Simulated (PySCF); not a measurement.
Bonds (- single, = double, # triple, : aromatic): S1-Si2 2.129 Å, Si2-C3 1.923 Å, C3-Cl4 1.783 Å, C3-Cl5 1.786 Å, C3-Cl6 1.771 Å. S1 carries H7; Si2 carries H8, H9.

Geometry: PBE0-D3(BJ)/def2-SVP; GIAO absolute shieldings from PySCF 2.14.0 with density-fitted response routines, gas phase, non-relativistic, averaged over equivalent atoms.

At BHandHLYP/pcSseg-2 (293 basis functions, 46 s wall time on 1 thread of an Arm Neoverse V1, shared host):
| atoms | σ (ppm) |
| --- | --- |
| S1 | 717.7 |
| Si2 | 358.9 |
| C3 | 76.6 |
| Cl4/Cl5/Cl6 | 564.0 |
| H8/H9 | 26.79 |
| H7 | 30.37 |

Problem. What do these become at wB97X-D/pcSseg-2?

Solution. 
```json
{"atoms": "S1", "σ at wB97X-D/pcSseg-2": "718.8", "change": "+1.1"}
{"atoms": "Si2", "σ at wB97X-D/pcSseg-2": "353.8", "change": "-5.1"}
{"atoms": "C3", "σ at wB97X-D/pcSseg-2": "73.6", "change": "-3.0"}
{"atoms": "Cl4/Cl5/Cl6", "σ at wB97X-D/pcSseg-2": "544.0", "change": "-20.0"}
{"atoms": "H8/H9", "σ at wB97X-D/pcSseg-2": "26.56", "change": "-0.23"}
{"atoms": "H7", "σ at wB97X-D/pcSseg-2": "30.27", "change": "-0.10"}
```

The largest change is at Cl4/Cl5/Cl6 (chlorine bonded to C). Cost: 293 basis functions, 63 s wall time on 1 thread of an Arm Neoverse V1, shared host.

Carbons that carry Cl, above all several Cl atoms, come out too deshielded, partly because spin–orbit coupling is missing.
